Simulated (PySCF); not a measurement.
Job file and geometry (Å, from GFN2-xTB) of an NMR shielding run on SMILES C=CC[C@@H](C#N)O[SiH2]C, C6H11NOSi, GIAO PBE0/pcSseg-1 NMR shielding, non-relativistic, gas phase (PySCF); density fitting, a coarse starting grid and PySCF grid level 2 are the driver's defaults:

```
$ OMP_NUM_THREADS=1 python probes_run.py task.json out

{"job": {"kind": "nmr", "xc": "PBE0", "basis": "pcSseg-1"}, "charge": 0, "multiplicity": 1}
C      3.476158     1.265643    -0.750815
C      2.749039     0.196150    -0.489129
C      1.463863     0.224489     0.275778
C      0.290471    -0.327737    -0.558450
C      0.542062    -1.714085    -0.914763
N      0.724729    -2.812799    -1.170413
O     -0.888276    -0.223815     0.185242
Si    -2.425976    -0.183777    -0.352221
C     -3.392076     0.037493     1.252881
H      4.399544     1.206088    -1.300308
H      3.181496     2.247056    -0.415874
H      3.060066    -0.782293    -0.831800
H      1.549631    -0.386990     1.178770
H      1.212349     1.244143     0.573278
H      0.204283     0.244015    -1.496736
H     -2.583468     0.948440    -1.276582
H     -2.772879    -1.416197    -1.066201
H     -3.049818     0.899346     1.817435
H     -3.302001    -0.833414     1.894814
H     -4.444344     0.178923     1.032360
```

Question: What does the program print?

Answer: 
```
coarse grid: 17112 points
cycle   1  E = -653.9059382667  dE =  1.096e+00  |g| = 8.237e-01  |ddm| = 3.994e+00
cycle   2  E = -653.6637132165  dE =  2.422e-01  |g| = 1.381e+00  |ddm| = 1.761e+00
cycle   3  E = -654.0318772366  dE = -3.682e-01  |g| = 2.435e-01  |ddm| = 1.213e+00
cycle   4  E = -654.0434393200  dE = -1.156e-02  |g| = 8.608e-02  |ddm| = 2.009e-01
cycle   5  E = -654.0447927326  dE = -1.353e-03  |g| = 3.041e-02  |ddm| = 8.361e-02
cycle   6  E = -654.0449868172  dE = -1.941e-04  |g| = 4.210e-03  |ddm| = 2.746e-02
cycle   7  E = -654.0449908247  dE = -4.007e-06  |g| = 1.386e-03  |ddm| = 4.726e-03
final grid: 160472 points
cycle   8  E = -654.1088476748  dE = -3.137e-05  |g| = 1.140e-02  |ddm| = 3.032e-02
cycle   9  E = -654.1088213852  dE =  2.629e-05  |g| = 1.641e-02  |ddm| = 2.055e-02
cycle  10  E = -654.1088740503  dE = -5.267e-05  |g| = 1.886e-03  |ddm| = 1.325e-02
cycle  11  E = -654.1088748159  dE = -7.656e-07  |g| = 3.955e-04  |ddm| = 1.665e-03
cycle  12  E = -654.1088748376  dE = -2.175e-08  |g| = 2.444e-04  |ddm| = 4.131e-04
cycle  13  E = -654.1088748494  dE = -1.178e-08  |g| = 5.145e-05  |ddm| = 1.725e-04
cycle  14  E = -654.1088748500  dE = -5.866e-10  |g| = 1.625e-05  |ddm| = 5.067e-05
converged SCF energy = -654.1088748500

GIAO shielding tensors (ppm)
atom      isotropic    diamagn.    paramagn.     s11        s22        s33       span
  0 C       60.671     251.879    -191.208    -53.544     77.723    157.834    211.377
  1 C       46.085     257.389    -211.304    -76.122     52.344    162.033    238.155
  2 C      138.721     246.295    -107.574    114.533    141.006    160.623     46.090
  3 C      121.688     242.901    -121.214     94.317    110.651    160.095     65.778
  4 C       62.958     263.759    -200.801    -53.509    -51.696    294.080    347.588
  5 N      -40.502     341.084    -381.586   -205.029   -189.705    273.228    478.257
  6 O      291.671     400.461    -108.790    261.246    303.498    310.267     49.021
  7 Si     364.484     882.418    -517.934    306.387    357.978    429.087    122.699
  8 C      189.685     253.312     -63.627    178.258    191.728    199.069     20.811
  9 H       26.173      26.595      -0.422     23.153     25.152     30.214      7.061
 10 H       26.082      30.773      -4.691     22.489     25.443     30.313      7.824
 11 H       25.375      29.904      -4.528     22.687     23.907     29.532      6.844
 12 H       28.753      31.462      -2.709     25.774     28.655     31.831      6.056
 13 H       29.187      33.376      -4.189     25.260     29.609     32.692      7.432
 14 H       27.697      31.497      -3.800     24.933     27.839     30.320      5.386
 15 H       26.779      30.827      -4.048     23.329     25.474     31.534      8.204
 16 H       26.537      30.292      -3.755     22.851     25.767     30.992      8.141
 17 H       31.178      32.213      -1.036     26.719     29.276     37.537     10.818
 18 H       31.056      30.969       0.087     26.721     28.921     37.526     10.805
 19 H       31.935      26.875       5.060     27.725     28.065     40.014     12.288
```

Question: Turn these shieldings into chemical shifts. Shifts are taken against calculated references (same method and geometry level): $^{13}$C (σ = 186.93 ppm), $^{29}$Si (σ = 349.16 ppm), $^{1}$H (σ = 31.72 ppm) against TMS; $^{15}$N (σ = 267.73 ppm) vs NH3; $^{17}$O (σ = 336.08 ppm) against H2O.

Answer: Averaging equivalent atoms: C 1: 140.8; C 0: 126.3; C 4: 124.0; C 3: 65.2; C 2: 48.2; C 8: -2.8; N 5: 308.2; O 6: 44.4; Si 7: -15.3; H 11: 6.34; H 10: 5.64; H 9: 5.54; H 16: 5.18; H 15: 4.94; H 14: 4.02; H 12: 2.96; H 13: 2.53; H 17/18/19: 0.33 ppm. Experimental scales use liquid or dissolved standards, which lie at an offset from isolated NH3 (liquid NH3: subtract about 20 ppm) and H2O (liquid H2O: subtract about 36 ppm). Unscaled 15N shifts of sp2 nitrogen come out 20 to 40 ppm too high even then.

Size and cost of the density-fitted run: 215 basis functions, 50 s wall time on 1 thread of an Arm Neoverse V1, shared host; peak memory 0.96 GiB.
